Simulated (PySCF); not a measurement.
Compound: C6H8NSi (doublet state).
Structure used (GFN2-xTB), in Å, numbered top down from 1:
```xyz
16
C6H8NSi angstrom
C      3.1164   -0.7509   -0.4087
C      2.5296    0.2758    0.1945
C      1.0935    0.4153    0.2604
N      0.4879    1.3983    0.8372
C     -0.9395    1.2051    0.7054
C     -1.1247   -0.0802   -0.0627
Si    -2.7723   -0.8308   -0.5313
C      0.1227   -0.5017   -0.2976
H      4.1871   -0.8522   -0.4566
H      2.5303   -1.5261   -0.8763
H      3.0963    1.0640    0.6694
H     -1.3872    1.1598    1.7010
H     -1.3697    2.0638    0.1847
H     -2.8867   -2.1611    0.0686
H     -2.8678   -0.9189   -1.9894
H     -3.8235    0.0485   -0.0102
```

The hyperfine couplings belong to this conformer and change with its torsions.

Identity: `[SiH3]C1=[C]C(=NC1)C=C` [radical].

Level of theory: UKS B3LYP, pcH-1 on C H N Si, non-relativistic, mean-field spin-orbit, GIAO in PySCF 2.14.0. Isolated species at its GFN2-xTB geometry (one conformer only). GFN2-xTB frequencies show an imaginary mode (52i cm⁻¹), so this geometry is no minimum at that level. Couplings are sensitive to structure, and on GFN2-xTB geometries they can be far from those on DFT ones. No stability test was run, so a lower SCF solution isn't excluded.

(1) Match the computed a_iso(13C) values +404.3, +92.8, +50.9, +36.8, -4.5, +3.1 MHz with the sites C1; C2; C3; C5; C6; C8.

Answers

(1) 
| site | a_iso (MHz) | ρ(0) (bohr⁻³) | position | distance from C8 (Å) | spin population | largest \|T\| (MHz) |
| --- | --- | --- | --- | --- | --- | --- |
| C1 | +3.1 | +0.0028 | 3 bonds from C8 | 3.01 | 0.00 | 2.3 |
| C2 | -4.5 | -0.0040 | 2 bonds from C8 | 2.58 | 0.00 | 1.4 |
| C3 | +36.8 | +0.0327 | 1 bond from C8 | 1.45 | -0.01 | 17.7 |
| C5 | +92.8 | +0.0825 | 2 bonds from C8 | 2.25 | +0.07 | 12.9 |
| C6 | +50.9 | +0.0453 | 1 bond from C8 | 1.34 | -0.12 | 19.8 |
| C8 | +404.3 | +0.3597 | largest spin population | 0.00 | +0.98 | 134.8 |

ρ(0) is the spin density at the nucleus and T the dipolar tensor; a_iso includes a spin–orbit part; entries for several nuclei are means. The largest Mulliken spin populations are on C8 (+0.98), C6 (-0.12), C5 (+0.07) and N4 (+0.07). C8 is the only atom above +0.15.

β density exceeds α density at some nuclei, such as N4 (-0.0052), C2 (-0.0040) and H12/H13 (-0.0012), spin density in bohr⁻³. In a single determinant that takes different orbitals for the two spins, that is spin polarisation.

Means are taken over nuclei equivalent by connectivity, which assumes that they swap fast. The three 1H nuclei of mean -2.6 MHz run from -4.8 to 1.7 MHz in the frozen geometry.
